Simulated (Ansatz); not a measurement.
`[OH][SnH]([F])[CH2]Cl` + dimethylamine → `C[N](C)[SnH]([OH])[F]` + `CCl`  (ligand exchange at the Sn–C bond)

Isolated molecules relaxed with PBE0-D4/def2-TZVP in Ansatz; ΔE leaves out vibrations. CCSD(T)/CBS is the MP2 limit (def2-TZVPP, def2-QZVPP) plus CCSD(T) − MP2 in def2-TZVPP, frozen cores. This one scheme is used for every species. DFT in def2-TZVPP. B3LYP here is the variant with VWN-RPA as its local correlation; programs differ in this. def2 core potentials past Kr. For Sn outer-core shells are correlated without core-valence functions, which leaves a few kJ/mol of doubt a bond. Each species was taken in one conformer, which may not be the lowest.

```
          level  ΔE (kJ/mol)  difference from CCSD(T)/CBS
      r2SCAN-D4        -21.8                          4.1
        ωB97X-V        -22.7                          3.2
         B2PLYP        -22.8                          3.1
         r2SCAN        -20.8                          5.1
           PBE0        -16.2                          9.7
          B3LYP        -18.8                          7.1
CCSD/def2-TZVPP        -24.1                          1.8
 MP2/def2-QZVPP        -27.7                         -1.8
   HF/CBS(def2)        -25.8                          0.1
 CCSD/CBS(def2)        -25.2                          0.7
    CCSD(T)/CBS        -25.9                            0
```

Largest T1 diagnostic among the species: 0.013.

The D4 term adds −4.0 kJ/mol with B3LYP and −2.4 kJ/mol with PBE0; it sums over pairs of atoms, weighted by their polarisabilities, and B3LYP, whose exchange is more repulsive, gets the larger term.
